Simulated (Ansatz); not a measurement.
Input and output for C2H6Cl2F2O2W, SMILES `C[O][W]([F])([F])([Cl])([Cl])[O]C`.

```yaml
crystal:
  periodic: [false, false, false]
  atoms:
    - {symbol: C, position_ang: [1.890464, 0.039997, -2.010777]}
    - {symbol: O, position_ang: [0.782536, -0.250156, -1.245885]}
    - {symbol: W, position_ang: [-0.478082, 0.560712, -0.233344]}
    - {symbol: F, position_ang: [-1.880116, 0.224487, -1.373912]}
    - {symbol: F, position_ang: [-0.131695, 2.187224, -1.196856]}
    - {symbol: Cl, position_ang: [-1.923529, 1.922514, 1.040258]}
    - {symbol: Cl, position_ang: [1.277283, 1.196904, 1.206818]}
    - {symbol: O, position_ang: [-0.950437, -0.842073, 0.834849]}
    - {symbol: C, position_ang: [-1.230248, -1.237907, 2.144992]}
    - {symbol: H, position_ang: [2.752547, 0.188297, -1.260021]}
    - {symbol: H, position_ang: [2.102644, -0.818075, -2.600403]}
    - {symbol: H, position_ang: [1.695385, 0.954450, -2.597113]}
    - {symbol: H, position_ang: [-1.558083, -2.337168, 2.111689]}
    - {symbol: H, position_ang: [-0.358012, -1.178025, 2.757259]}
    - {symbol: H, position_ang: [-2.039602, -0.635209, 2.508433]}
basis:
  gaussian: {orbitals: def2-TZVP}
total_charge: 1
magnetization: {spin_polarized: true, initial_magnetization: 1}
hamiltonian: {xc: {name: revPBE}, pseudopotentials: {relativity: none}}
output: {forces: true}
```

```sh
$ ansatz run in.yaml --threads 4 --pin off --events-out ev --progress --plain --max-ram 41984MiB --backend cuda --devices 0, --max-vram 37GiB
```

It prints (some lines left out):

```
Functional definition: revPBE
  name "revPBE"
  cite "Zhang & Yang, Phys. Rev. Lett. 80, 890 (1998) doi:10.1103/PhysRevLett.80.890"
  cite "Perdew, Burke & Ernzerhof, Phys. Rev. Lett. 77, 3865 (1996) doi:10.1103/PhysRevLett.77.3865"
  parameter kappa = 1.245
  parameter beta = 0.06672455060314922
  exchange = pbe_x(kappa = kappa, mu = beta*pi^2/3)
  correlation = pbe_c(beta = beta)
2074 factors; their error is unknown
mean field evaluation 1: about -38536.3441 eV, gradient 9.2e1 eV
mean field evaluation 2: about -38182.6904 eV, gradient 2.8e2 eV
mean field evaluation 4: about -38548.4072 eV, gradient 7.1e1 eV
mean field evaluation 8: about -38565.5427 eV, gradient 1.5e1 eV
mean field evaluation 16: about -38567.2631 eV, gradient 2.8e-1 eV
mean field evaluation 32: about -38567.2289 eV, gradient 6.0e-4 eV
mean field -38567.22886232 eV, -1417.3195188836 hartree, gradient 4.0e-6 eV, S^2 0.754811; 10 other end points of the search recorded, 0 dependent functions left out
the calculation of the forces begins
reference -38567.22892592 eV, -1417.3195212208 hartree; 50, 49 occupied and 286, 287 virtual orbitals, 2074 factors
Total energy: -38567.22892592 eV, -1417.3195212208 hartree
Atom 0 at     1.890464     0.039997    -2.010777 Å, force     1.873067     1.206764     0.840602 eV/Å
Atom 1 at     0.782536    -0.250156    -1.245885 Å, force    -0.465626    -0.697905     0.366115 eV/Å
Atom 2 at    -0.478082     0.560712    -0.233344 Å, force    -0.417191     0.851105    -1.649268 eV/Å
Atom 3 at    -1.880116     0.224487    -1.373912 Å, force    -0.674211    -0.048325    -0.499516 eV/Å
Atom 4 at    -0.131695     2.187224    -1.196856 Å, force    -0.036758    -0.624646     0.551929 eV/Å
Atom 5 at    -1.923529     1.922514     1.040258 Å, force    -0.190829     0.654856     0.686419 eV/Å
Atom 6 at     1.277283     1.196904     1.206818 Å, force     0.020631     0.377556     0.706221 eV/Å
Atom 7 at    -0.950437    -0.842073     0.834849 Å, force     0.536828     0.133848     0.211223 eV/Å
Atom 8 at    -1.230248    -1.237907     2.144992 Å, force    -1.092774    -2.811289    -0.335019 eV/Å
Atom 9 at     2.752547     0.188297    -1.260021 Å, force    -0.740283    -0.035656    -1.097433 eV/Å
Atom 10 at     2.102644    -0.818075    -2.600403 Å, force     0.372128    -0.928098    -0.961276 eV/Å
Atom 11 at     1.695385     0.954450    -2.597113 Å, force     0.236853    -0.124676    -0.053328 eV/Å
Atom 12 at    -1.558083    -2.337168     2.111689 Å, force     0.260154     1.232907     0.086080 eV/Å
Atom 13 at    -0.358012    -1.178025     2.757259 Å, force     0.979056     0.303814     0.615729 eV/Å
Atom 14 at    -2.039602    -0.635209     2.508433 Å, force    -0.661044     0.509744     0.531521 eV/Å
Dipole moment:     0.514929    -0.707217     0.448157 e Å
```

Hardware: 4 threads of an AMD EPYC 7R13 on a shared host and a share of an NVIDIA H100 80 GB. Wall time 8.5 s, peak host memory 0.98 GiB.
